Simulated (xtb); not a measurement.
Ti(F)3(OH)(OH2) (F3H3O2Ti), SMILES [Ti]([F])(<-[OH2])([F])([F])[OH], multiplicity 1. All values are semi-empirical tight-binding results from xtb (GFN2-xTB unless named), good for trends rather than for accurate numbers. Geometry optimised at GFN2-xTB. The spin state was assumed, not searched. One conformer was computed; it need not be the lowest.

The geometry has at least one imaginary mode, so it is a saddle point at that level.

For metal compounds this method's bond lengths and energies can be far off.

```json
{
  "orbital_gap": "5.20 eV"
}
```
